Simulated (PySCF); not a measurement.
C₂H₇FOSi₂, SMILES C=C[Si@@H](F)O[SiH3]. Geometry optimised at PBE0-D3(BJ)/def2-SVP. The structure was generated by enumeration; whether it is a known compound was not checked. Other conformers were not sampled.

Computed equilibrium geometry at PBE0-D3(BJ)/def2-SVP (PySCF confirms it by a frequency run) as bond lengths and angles (one conformer of several):
Atoms: C1 C2 Si3 F4 O5 Si6 H7 H8 H9 H10 H11 H12 H13. Bonded distances (Å): C1–C2 1.339, C1–H7 1.095, C1–H8 1.096, C2–Si3 1.852, C2–H9 1.098, Si3–F4 1.625, Si3–O5 1.644, Si3–H10 1.481, O5–Si6 1.663, Si6–H11 1.494, Si6–H12 1.489, Si6–H13 1.491. Bond angles (°): C2–C1–H7 121.3, C2–C1–H8 122.2, H7–C1–H8 116.5, C1–C2–Si3 121.8, C1–C2–H9 118.7, Si3–C2–H9 119.5, C2–Si3–F4 106.4, C2–Si3–O5 111.4, C2–Si3–H10 114.8, F4–Si3–O5 108.8, F4–Si3–H10 107.8, O5–Si3–H10 107.5, Si3–O5–Si6 144.4, O5–Si6–H11 110.1, O5–Si6–H12 108.1, O5–Si6–H13 110.1, H11–Si6–H12 109.5, H11–Si6–H13 109.3, H12–Si6–H13 109.7.
Charge 0, spin multiplicity 1.
